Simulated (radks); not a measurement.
Values are calculated unless marked as measured or tabulated.
Excited configurations of the copper ion Cu2+: one electron is placed in a higher orbital outside [Ar] 3d8. The ground configuration is [Ar] 3d9. Code: a radial shooting solver on a logarithmic mesh with Libxc functionals. Model: scalar-relativistic Kohn-Sham, PBE, spin-polarised, spherical densities, finite nucleus; open shells are filled with parallel spins first; Fermi nuclear charge, rms radius 3.8823 fm. Excitation = E - E(ground); binding = E(ion) - E, where the ion is the core of charge +3; n* = 3/sqrt(2 binding) in atomic units, and the quantum defect is n - n*.

outer orbital  excitation (eV)  binding (eV)  quantum defect  eigenvalue (eV)  <r> (bohr)
4s                       8.020        30.106           1.983          -25.420       2.173
4p                      15.709        22.416           1.663          -18.512       2.574
5s                      24.533        13.592           1.999          -11.731       4.679
6p                      31.378         6.747           1.740           -5.852       9.104
7p                      33.601         4.524           1.797           -3.962       13.76

The Delta-SCF ionisation energy is 38.125 eV (NIST Atomic Spectra Database: 36.84 eV, measured). Self-interaction in the functional shifts the binding energies and quantum defects, so they are the method's values and not measured ones. Open shells are spherical and high-spin; term and fine-structure splittings are not resolved.
